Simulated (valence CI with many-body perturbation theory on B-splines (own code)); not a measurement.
# O II: calculated level list

Level of theory: relativistic CI+MBPT: five valence electrons over a frozen Dirac-Fock core [He], a basis of 9 s, 9 p, 8 d, 6 f, 3 g, 1 h functions for each j, with the one-electron correlation potential Σ1 (screened to all orders), the two-electron term Σ2, the three-electron term Σ3, Breit, model QED; selected single and double excitations, second order for the rest, scaled by the run's own slope (own B-spline code, finite nucleus).

Set against measurement, 32 paired levels are off by 149 cm⁻¹ on average, the worst by 424. Among the levels kept, up to 2100 cm⁻¹ of a level comes from second order outside the variational space, and about a tenth of that is noise between levels of different J, which matters for small intervals.

Levels 1 to 33 of 33, with energies above the lowest level, 2s2 2p3 4S°_3/2. "Leading %" is the weight of the configuration and term that name the level; weights of strongly mixed levels are sums over their largest components and can fall short, so below about 35 % the name and the second component can differ from the true leading terms, or belong to a minority configuration. In the jj column 3d3/2^4 stands for four electrons in 3d with j = 3/2.

```
No.  Configuration  Term    J  E (eV)  Leading %       g   Second component                     Leading jj
  1        2s2 2p3   4S°  3/2   0.000         97   2.002                         2s^2 2p1/2 2p3/2^2 (54 %)
  2        2s2 2p3   2D°  5/2   3.346         97   1.200                         2s^2 2p1/2 2p3/2^2 (97 %)
  3        2s2 2p3   2D°  3/2   3.349         97   0.800                         2s^2 2p1/2 2p3/2^2 (43 %)
  4        2s2 2p3   2P°  1/2   5.046         95   0.666                         2s^2 2p1/2 2p3/2^2 (95 %)
  5        2s2 2p3   2P°  3/2   5.047         95   1.334                               2s^2 2p3/2^3 (49 %)
  6         2s 2p4    4P  5/2  14.868         96   1.601                         2s 2p1/2^2 2p3/2^2 (64 %)
  7         2s 2p4    4P  3/2  14.886         96   1.735                           2s 2p1/2 2p3/2^3 (85 %)
  8         2s 2p4    4P  1/2  14.893         96   2.670                                 2s 2p3/2^4 (42 %)
  9         2s 2p4    2D  3/2  20.614         93   0.799                           2s 2p1/2 2p3/2^3 (62 %)
 10         2s 2p4    2D  5/2  20.614         93   1.200                           2s 2p1/2 2p3/2^3 (62 %)
 11     2s2 2p2 3s    4P  1/2  22.947         93   2.670                            2s^2 2p1/2^2 3s (43 %)
 12     2s2 2p2 3s    4P  3/2  22.964         93   1.735                        2s^2 2p1/2 2p3/2 3s (84 %)
 13     2s2 2p2 3s    4P  5/2  22.983         93   1.601                            2s^2 2p3/2^2 3s (62 %)
 14     2s2 2p2 3s    2P  1/2  23.404         90   0.666                        2s^2 2p1/2 2p3/2 3s (61 %)
 15     2s2 2p2 3s    2P  3/2  23.429         90   1.334                            2s^2 2p3/2^2 3s (50 %)
 16         2s 2p4    2S  1/2  24.315         90   2.002  5 % 2s2 2p2 3s 2S      2s 2p1/2^2 2p3/2^2 (60 %)
 17     2s2 2p2 3p   2S°  1/2  25.271         93   2.002                         2s^2 2p3/2^2 3p3/2 (33 %)
 18     2s2 2p2 3p   4D°  1/2  25.616         93  -0.001                         2s^2 2p1/2^2 3p1/2 (36 %)
 19     2s2 2p2 3p   4D°  3/2  25.627         93   1.201                     2s^2 2p1/2 2p3/2 3p1/2 (55 %)
 20     2s2 2p2 3p   4D°  5/2  25.638         93   1.373                     2s^2 2p1/2 2p3/2 3p3/2 (58 %)
 21     2s2 2p2 3p   4D°  7/2  25.649         94   1.429                         2s^2 2p3/2^2 3p3/2 (62 %)
 22     2s2 2p2 3s    2D  5/2  25.667         93   1.200                        2s^2 2p1/2 2p3/2 3s (61 %)
 23     2s2 2p2 3s    2D  3/2  25.668         93   0.799                        2s^2 2p1/2 2p3/2 3s (61 %)
 24     2s2 2p2 3p   4P°  1/2  25.815         93   2.669                     2s^2 2p1/2 2p3/2 3p1/2 (47 %)
 25     2s2 2p2 3p   4P°  3/2  25.824         93   1.734                         2s^2 2p3/2^2 3p1/2 (27 %)
 26     2s2 2p2 3p   4P°  5/2  25.835         93   1.601                     2s^2 2p1/2 2p3/2 3p3/2 (40 %)
 27     2s2 2p2 3p   2D°  3/2  26.219         93   0.800                     2s^2 2p1/2 2p3/2 3p3/2 (49 %)
 28     2s2 2p2 3p   2D°  5/2  26.242         93   1.201                         2s^2 2p3/2^2 3p3/2 (38 %)
 29     2s2 2p2 3p   4S°  3/2  26.292         91   2.002                     2s^2 2p1/2 2p3/2 3p3/2 (33 %)
 30         2s 2p4    2P  3/2  26.411         81   1.334  8 % 2s2 2p2 3d 2P      2s 2p1/2^2 2p3/2^2 (45 %)
 31         2s 2p4    2P  1/2  26.432         82   0.666  7 % 2s2 2p2 3d 2P        2s 2p1/2 2p3/2^3 (54 %)
 32     2s2 2p2 3p   2P°  1/2  26.545         92   0.666                     2s^2 2p1/2 2p3/2 3p3/2 (44 %)
 33     2s2 2p2 3p   2P°  3/2  26.557         92   1.334                     2s^2 2p1/2 2p3/2 3p3/2 (30 %)
```

The ionisation energy to 2s2 2p2 3P_0 of the next ion comes out as 35.095 eV (NIST: 35.1211 eV (measured)). All 33 levels together are meant to be complete up to 27.512 eV.
